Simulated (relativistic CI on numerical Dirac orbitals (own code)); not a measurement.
**One change at a time: Co**

Base calculation: Dirac-Coulomb-Breit CI, KLI orbitals optimised for each configuration, a model potential for QED, valence Slater integrals scaled by 0.85, P86 correlation energy added to each configuration.

CI space (outside the closed core [Ar]): 3d7.4s2, 3d8.4s, 3d7.4s.4p, 3d8.4p, 3d9, 3d7.4p2, 3d7.4s.4d, 3d8.4d, 3d8.5s, 3d8.5p, 3d7.4s.5s, 3d7.4s.6s, 3d7.4s.5p, 3d7.4s.6p, 3d7.4s.4f, 3d7.4s.5d. Levels of other configurations are missing.

The lowest level and the first level of each name with at least 55 % of one term (blank where a level has no safe partner in the second run):

| Level | Base (cm⁻¹) | Shift (cm⁻¹) |
| --- | --- | --- |
| 3d7.4s2 4F_9/2 | 0.0 | 0.0 |
| 3d7.4s2 4F_7/2 | 797.4 | -0.1 |
| 3d7.4s2 4F_5/2 | 1377.5 | -0.2 |
| 3d7.4s2 4F_3/2 | 1773.6 | -0.2 |
| 3d8.4s 4F_9/2 | 12780.6 | -860.2 |
| 3d8.4s 4F_7/2 | 13416.9 | -859.4 |
| 3d8.4s 4F_5/2 | 13931.9 | -858.9 |
| 3d8.4s 4F_3/2 | 14295.8 | -858.7 |
| 3d7.4s2 2G_9/2 | 15622.9 | -6.7 |
| 3d7.4s2 4P_5/2 | 15741.1 | +1.3 |
| 3d7.4s2 4P_3/2 | 15951.7 | +0.2 |
| 3d7.4s2 4P_1/2 | 16309.4 | +0.9 |
| 3d7.4s2 2G_7/2 | 16363.8 | -8.0 |
| 3d8.4s 2F_7/2 | 17578.6 | -829.6 |

For a near-neutral ion this model can misplace configurations by up to about 10,000 cm⁻¹ (more where the count of f electrons changes) and terms by 10 to 25 % of their spread. Rates follow the energies as ν³ (E1, M1) or ν⁵ (E2), so they and the lifetimes can be off by large factors. The fine structure of a lone outer electron comes out too small, for d and f at times inverted, and misplaced configurations move strength between like terms. 40 of the 67 excited levels that our extract of the measured tables holds in this range could be paired (the sources list more); they are missed by 4396 cm⁻¹ on average and 12280 at most, and levels without a partner can miss by more. Some levels of the ground configuration have no partner and can miss by 10 % or more.

(1) One thing was changed in a second run, which moved the levels as shown. Which?
A. QED terms removed
B. valence Slater integrals scaled by 0.75
C. Breit term removed
D. self-excluded LDA correlation estimate
E. configuration mixing switched off

Answers

(1) D. Self-excluded LDA correlation estimate. A correlation estimate moves all levels of a configuration together before mixing; mixed levels move by a weighted share.

LS names give the leading component of a level, which can be under half, so a name can repeat, a term be missing and a line seem to break the LS rules.
